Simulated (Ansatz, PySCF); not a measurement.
C3H7Ga, SMILES C=C[CH2][GaH2].

Coordinates come from a B3LYP-D3(BJ)/def2-SVP optimisation. The structure was generated by enumeration; whether it is a known compound was not checked. The values are those of a single conformer.

Vertical ionisation energy (IE) and electron affinity (EA) in eV. Rows of orbital energies are one-electron estimates. Where ΔSCF, EOM or ADC give a negative EA the extra electron is unbound and the value depends on the basis.

```
level                                                                       IE     EA
------------------------------------------------------------------------  ----  -----
−ε(HOMO), −ε(LUMO), CAM-B3LYP/def2-TZVP (PySCF)                            ___    ___
−ε(HOMO), −ε(LUMO), PBE/def2-TZVP (PySCF)                                 5.76   1.90
ΔSCF, CAM-B3LYP/def2-SVPD (Ansatz), final states of multiplicity 2 and 2  8.80  -0.45
ΔSCF, PBE/def2-SVPD (Ansatz), final states of multiplicity 2 and 2        8.68  -0.31
```

### Question
What belongs in the gaps? (An estimate is asked for; the answer gives what the named calculation found.)

### Answer

- −ε(HOMO), −ε(LUMO), CAM-B3LYP/def2-TZVP (PySCF), IE: 7.98
- −ε(HOMO), −ε(LUMO), CAM-B3LYP/def2-TZVP (PySCF), EA: 0.17

### Question
What vertical singlet–triplet gap does ΔSCF give with CAM-B3LYP/def2-SVPD (Ansatz, a program for electronic structure) and with PBE/def2-SVPD (Ansatz)? (An estimate is asked for; the answer gives what the named calculation found.)

### Answer
3.74 and 3.50 eV (triplet above singlet where positive).
